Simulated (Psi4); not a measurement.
F$_{4}$Ti, charge -1, quartet, geometry from GFN2-xTB of the parent state (such geometries of metal compounds can be far from the true shape) (the multiplicity is a formal guess) (a gas-phase anion, which may not be bound at this level); PBE0/3-21G (Psi4 1.11).

Input for Psi4:
```
memory 2 GB

molecule {
-1 4
  Ti   -0.00000000   -0.00000000   -0.00000000
  F     1.24118707    0.52094629   -1.19108730
  F     1.05052930   -0.83865025    1.19317781
  F    -1.25479205   -0.63428937   -1.11972909
  F    -1.03692432    0.95199333    1.11763858
}

set basis 3-21g
set reference uks

energy('pbe0')
print_variables()
```

**Question.** Write the output that Psi4 gives for this input, abridged.

**Answer.** 
```
   => Loading Basis Set <=

    Name: 3-21G
    Role: ORBITAL
    Keyword: BASIS

         ---------------------------------------------------------
                                   SCF
               by Justin Turney, Rob Parrish, Andy Simmonett
                          and Daniel G. A. Smith
                              UKS Reference
         ---------------------------------------------------------

  ==> Geometry <==

    Molecular point group: c1
    Full point group: C1

    Geometry (in Angstrom), charge = -1, multiplicity = 4:

       Center              X                  Y                   Z               Mass
    ------------   -----------------  -----------------  -----------------  -----------------
         TI           0.000000000000     0.000000000000     0.000000000000    47.947941980000
         F            1.241187070000     0.520946290000    -1.191087300000    18.998403162730
         F            1.050529300000    -0.838650250000     1.193177810000    18.998403162730
         F           -1.254792050000    -0.634289370000    -1.119729090000    18.998403162730
         F           -1.036924320000     0.951993330000     1.117638580000    18.998403162730

  Running in c1 symmetry.

  Rotational constants: A =      0.11722  B =      0.11722  C =      0.08288 [cm^-1]
  Rotational constants: A =   3514.21806  B =   3514.21804  C =   2484.73822 [MHz]
  Nuclear repulsion =  321.693640375105701

  Charge       = -1
  Multiplicity = 4
  Electrons    = 59
  Nalpha       = 31
  Nbeta        = 28

  ==> Algorithm <==

  SCF Algorithm Type is DF.
  DIIS enabled.
  MOM disabled.
  Fractional occupation disabled.
  Guess Type is SAD.
  Energy threshold   = 1.00e-06
  Density threshold  = 1.00e-06
  Integral threshold = 1.00e-12

  ==> Primary Basis <==

  Basis Set: 3-21G
    Blend: 3-21G
    Number of shells: 31
    Number of basis functions: 65
    Number of Cartesian functions: 65
    Spherical Harmonics?: false
    Max angular momentum: 2

  ==> DFT Potential <==

   => LibXC <=

    Version 7.1.2
    S. Lehtola, C. Steigemann, M. J. T. Oliveira, and M. A. L. Marques,  SoftwareX 7, 1–5 (2018) (10.1016/j.softx.2017.11.002)

   => Composite Functional: PBE0 <=

    PBE0 Hyb-GGA Exchange-Correlation Functional

    C. Adamo and V. Barone,  J. Chem. Phys. 110, 6158 (1999) (10.1063/1.478522)
    M. Ernzerhof and G. E. Scuseria,  J. Chem. Phys. 110, 5029 (1999) (10.1063/1.478401)

    Deriv               =              1
    GGA                 =           TRUE
    Meta                =          FALSE

    Exchange Hybrid     =           TRUE
    MP2 Hybrid          =          FALSE

   => Exchange Functionals <=

    0.7500   Perdew, Burke & Ernzerhof

   => Exact (HF) Exchange <=

    0.2500               HF

   => Correlation Functionals <=

    1.0000   Perdew, Burke & Ernzerhof

   => LibXC Density Thresholds  <==

    XC_HYB_GGA_XC_PBEH:  1.00E-15

   => Molecular Quadrature <=

    Radial Scheme          =       TREUTLER
    Pruning Scheme         =           NONE
    Nuclear Scheme         =       TREUTLER

    Blocking Scheme        =         OCTREE
    BS radius alpha        =              1
    Pruning alpha          =              1
    Radial Points          =             75
    Spherical Points       =            302
    Total Points           =         110328
    Total Blocks           =            865
    Max Points             =            256
    Max Functions          =             62
    Weights Tolerance      =       1.00E-15

   => Loading Basis Set <=

    Name: (3-21G AUX)
    Role: JKFIT
    Keyword: DF_BASIS_SCF

  ==> Integral Setup <==

  SCF_SUBTYPE=INCORE selected. In-core MEM_DF algorithm will be used.
  Using in-core AOs.

  ==> MemDFJK: Density-Fitted J/K Matrices <==

    J tasked:                   Yes
    K tasked:                   Yes
    wK tasked:                   No
    Algorithm:                 Core
    Schwarz Cutoff:           1E-12
    Mask sparsity (%):       5.0178
    Fitting Condition:        1E-10

   => Auxiliary Basis Set <=

  Basis Set: (3-21G AUX)
    Blend: DEF2-UNIVERSAL-JKFIT
    Number of shells: 158
    Number of basis functions: 749
    Number of Cartesian functions: 749
    Spherical Harmonics?: false
    Max angular momentum: 6

  Minimum eigenvalue in the overlap matrix is 3.4260438451E-03.
  Reciprocal condition number of the overlap matrix is 8.1783473113E-04.
    Using symmetric orthogonalization.

  ==> Pre-Iterations <==

  SCF Guess: Superposition of Atomic Densities via on-the-fly atomic UHF (no occupation information).

   -------------------------
    Irrep   Nso     Nmo
   -------------------------
     A         65      65
   -------------------------
    Total      65      65
   -------------------------

  ==> Iterations <==

                           Total Energy        Delta E     RMS |[F,P]|

   @DF-UKS iter SAD: -1240.47405677935376   -1.24047e+03   0.00000e+00
   @DF-UKS iter   1: -1241.91000683498214   -1.43595e+00   1.00594e-02 ADIIS/DIIS
   @DF-UKS iter   2: -1241.59162378679071    3.18383e-01   1.32745e-02 ADIIS/DIIS
   @DF-UKS iter   3: -1241.86865841892063   -2.77035e-01   9.22353e-03 ADIIS/DIIS
   @DF-UKS iter   4: -1242.02694131448516   -1.58283e-01   3.10193e-03 ADIIS/DIIS
   @DF-UKS iter   5: -1242.06507917905606   -3.81379e-02   3.98941e-04 ADIIS/DIIS
   @DF-UKS iter   6: -1242.06648870675485   -1.40953e-03   6.58073e-04 ADIIS/DIIS
   @DF-UKS iter   7: -1242.06677315687239   -2.84450e-04   6.72642e-04 ADIIS/DIIS
   @DF-UKS iter   8: -1242.06747316983933   -7.00013e-04   3.14963e-04 ADIIS/DIIS
   @DF-UKS iter   9: -1242.06775022636407   -2.77057e-04   4.95390e-05 DIIS
   @DF-UKS iter  10: -1242.06775414918548   -3.92282e-06   3.35999e-05 DIIS
   @DF-UKS iter  11: -1242.06775774411540   -3.59493e-06   7.86661e-06 DIIS
   @DF-UKS iter  12: -1242.06775775827487   -1.41595e-08   7.53711e-06 DIIS
   @DF-UKS iter  13: -1242.06775786980097   -1.11526e-07   4.57325e-07 DIIS
  Energy and wave function converged.

  ==> Post-Iterations <==

   Electrons on quadrature grid:
      Nalpha   =   31.0000524292 ; deviation = 5.243e-05
      Nbeta    =   28.0000173085 ; deviation = 1.731e-05
      Ntotal   =   59.0000697377 ; deviation = 6.974e-05

   @Spin Contamination Metric:   5.919924584E-03
   @S^2 Expected:                3.750000000E+00
   @S^2 Observed:                3.755919925E+00
   @S   Expected:                1.500000000E+00
   @S   Observed:                1.500000000E+00

    Orbital Energies [Eh]
    ---------------------

    Alpha Occupied:

[...]
      31A      0.083669

    Alpha Virtual:

[...]
      65A     15.427660

    Beta Occupied:

[...]
      28A     -0.161460

    Beta Virtual:

[...]
      65A     15.452593

    Final Occupation by Irrep:
              A
    DOCC [    28 ]
    SOCC [     3 ]
    NA   [    31 ]
    NB   [    28 ]

  @DF-UKS Final Energy: -1242.06775786980097

   => Energetics <=

    Nuclear Repulsion Energy =            321.6936403751057014
    One-Electron Energy =               -2370.2731271195634690
    Two-Electron Energy =                 869.7201668132205441
    DFT Exchange-Correlation Energy =     -63.2084379385636268
    Empirical Dispersion Energy =           0.0000000000000000
    VV10 Nonlocal Energy =                  0.0000000000000000
    Total Energy =                      -1242.0677578698007437

  UHF NO Occupations:
  HONO-2 :   29  A 1.0000000
  HONO-1 :   30  A 1.0000000
  HONO-0 :   31  A 1.0000000
  LUNO+0 :   32  A 0.0010510
  LUNO+1 :   33  A 0.0010509
  LUNO+2 :   34  A 0.0004814
  LUNO+3 :   35  A 0.0001964

Computation Completed

Properties will be evaluated at   0.000000,   0.000000,   0.000000 [a0]

Properties computed using the SCF density matrix

 Multipole Moments:

 ------------------------------------------------------------------------------------
     Multipole            Electronic (a.u.)      Nuclear  (a.u.)        Total (a.u.)
 ------------------------------------------------------------------------------------

 L = 1.  Multiply by 2.5417464519 to convert [e a0] to [Debye]
 Dipole X            :          0.0000199           -0.0000000            0.0000199
 Dipole Y            :         -0.0000940           -0.0000000           -0.0000940
 Dipole Z            :          0.0000082            0.0000000            0.0000082
 Magnitude           :                                                    0.0000965

 ------------------------------------------------------------------------------------

  Variable Map:
  ----------------------------------------------------------------------------
[...]
  Array Variable Map:
  ----------------------------------------------------------------------------
[...]
[...]
```
